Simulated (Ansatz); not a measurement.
Sn(GeH3)H3 (SnGeH6), relaxed as a singlet with RKS r2SCAN-D4/def2-TZVP in Ansatz, starting from the GFN2-xTB geometry. Force threshold 0.02 eV/Å.

In the def2 sets Sn takes a core potential; there is no spin–orbit coupling.

Start:

```xyz
8

Sn   -0.1317   -1.2222   -0.1441
Ge    0.1390    1.2923    0.1531
H     1.1805    1.8687   -0.7507
H     0.5415    1.6598    1.5445
H    -1.1234    2.0401   -0.1302
H     1.2885   -2.0708    0.0423
H    -0.6972   -1.6556   -1.6488
H    -1.1971   -1.9124    0.9338
```

```json
{"step": "1", "energy (eV)": "-62448.7913", "largest force component (eV/Å)": "0.749", "SCF passes": "15"}
{"step": "2", "energy (eV)": "-62448.8806", "largest force component (eV/Å)": "0.369", "SCF passes": "17"}
{"step": "3", "energy (eV)": "-62448.9124", "largest force component (eV/Å)": "0.039", "SCF passes": "18"}
{"step": "4", "energy (eV)": "-62448.9127", "largest force component (eV/Å)": "0.023", "SCF passes": "12"}
{"step": "5", "energy (eV)": "-62448.9128", "largest force component (eV/Å)": "0.008", "SCF passes": "19"}
```

Force components are those of the run's own axes.

End:

Cartesian coordinates in Å:
```
Sn -0.1353 -1.2578 -0.1495
Ge 0.1401 1.3011 0.1540
H 1.2064 1.8518 -0.8022
H 0.5672 1.6301 1.5905
H -1.1820 2.0255 -0.1317
H 1.3585 -2.0524 0.0734
H -0.7055 -1.6167 -1.7174
H -1.2494 -1.8816 0.9828
```

By distances, no bond broke or formed. The bond that changes most is Sn1–Ge2, from 2.55 to 2.59 Å (atoms count from 1).

No frequencies were taken in this run, so the end may be a saddle point.

Hardware: 2 threads of Intel Xeon on a shared host. Wall time 33 s.
